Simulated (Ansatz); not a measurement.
Species: sum formula SiH$_{2}$Cl, charge 0, multiplicity 2. It need not be the lowest isomer of its formula. 
Geometry from a B3LYP-D3(BJ)/def2-TZVP (Ansatz, an electronic-structure program) optimisation:
```xyz
4

Si     0.8482    -0.5964     0.0451
Cl    -0.7918     0.6599    -0.0481
H      0.7777    -1.3629     1.3143
H      0.8078    -1.5048    -1.1282
```
Charge 0, spin multiplicity 2.

Basis-set convergence of Hartree-Fock and CCSD(T) correlation energies (hartree) with Ansatz. Cores are frozen in the correlated levels unless marked. UHF or UKS for open shells. No spin-orbit coupling. No relativistic terms.

```json
[
 {"basis": "cc-pV(D+d)Z", "functions": "56", "E(HF)": "-749.61037", "E(corr, CCSD(T))": "-0.25932"},
 {"basis": "cc-pV(T+d)Z", "functions": "106", "E(HF)": "-749.64021", "E(corr, CCSD(T))": "-0.34049"},
 {"basis": "cc-pV(Q+d)Z", "functions": "188", "E(HF)": "-749.64739", "E(corr, CCSD(T))": "-0.36806"}
]
```

Extrapolating the two largest sets (X = 3 and 4) as X^-3: E(corr) = (64·(-0.36806) - 27·(-0.34049))/37 = -0.3882 Eh, an estimate of the basis-set limit. The largest set recovers 94.8 % of it, the smallest 66.8 %.
